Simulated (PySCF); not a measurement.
Structure problem from calculated spectra and properties.

Formula: CH5BO2S.

| Property | Result |
| --- | --- |
| NMR, other nuclei | isotropic shieldings of nuclei other than C and H, by class: 68 (1 B), 216 (2 O), 593 (1 S) ppm [GIAO CAM-B3LYP/pcSseg-2] |
| Dipole | 3.44 D [CAM-B3LYP/def2-SVPD] |
| 13C NMR | chemical shifts (computed TMS as zero) by class: 9.9 (1 C) ppm [GIAO CAM-B3LYP/pcSseg-2] |
| Rotational structure | rotational constants A, B, C: 6.989, 2.329, 2.018 GHz [PBE0-D3(BJ)/def2-SVP] |
| UV, first state | lowest singlet excitation: 5.30 eV (234 nm, f = 0.002) [TDDFT CAM-B3LYP/def2-SVPD] |
| Polarisability | 56.3 au [CAM-B3LYP/def2-SVPD] |
| Valence photoelectron | vertical ionisation energy: 9.03 eV [ΔSCF CAM-B3LYP/def2-SVPD] |
| UV, strongest line | among the 10 lowest singlet transitions: S9 at 8.06 eV (154 nm, f = 0.053) [TDDFT CAM-B3LYP/def2-SVPD] |
| 1H NMR | chemical shifts (computed TMS as zero) by class: 2.73 (2 H), 1.67 (1 H), 1.53 (2 H) ppm [GIAO CAM-B3LYP/pcSseg-2] |

Gas-phase values; electronic properties from PySCF, density fitting. Levels stand in brackets. Geometry: PBE0-D3(BJ)/def2-SVP, one conformer, isolated molecule. NMR values are class means; diastereotopic atoms form classes of their own.

Q: Propose a structure and show how it fits.

A: Numbering: `[OH:1][B:2]([OH:3])[CH2:4][SH:5]`. The one carbon: sp3 carbon bound to sulfur [C4] (9.9 ppm). Hydrogen classes from least to most shielded: 2 H on 2 boron-bound oxygens, O1/O3 (2.73 ppm), 1 H on a thiol sulfur, S5 (1.67 ppm), 2 H on an sp3 carbon bound to sulfur, C4 (1.53 ppm, a mean of values up to 0.8 ppm apart in this geometry). The other shieldings belong to: 68 ppm, three-coordinate boron [B2]; 216 ppm, boron-bound oxygen [O1/O3]; 593 ppm, thiol sulfur [S5]. The first electron is taken from the HOMO, whose largest Löwdin shares are 0.73 on the thiol sulfur, 0.12 on the sp3 carbon bound to sulfur, 0.06 on the S–H hydrogen and 0.04 on the three-coordinate boron. The optimised geometry has point group C1 and is an asymmetric top. Structure: `OB(CS)O`. Computed isomers that give other values at the same levels: `CSB(O)O` (lowest singlet excitation: 5.85 eV (212 nm, f = 0.000)). The assignments are read from this structure; whether some other isomer fits the data as well wasn't checked.

The values belong to the conformer `[OH:1][B:2]([OH:3])[CH2:4][SH:5]`: O1–B2–C4–S5 -75°, H–O1–B2–O3 -2°, H–O3–B2–O1 3°, H–S5–C4–B2 59°.
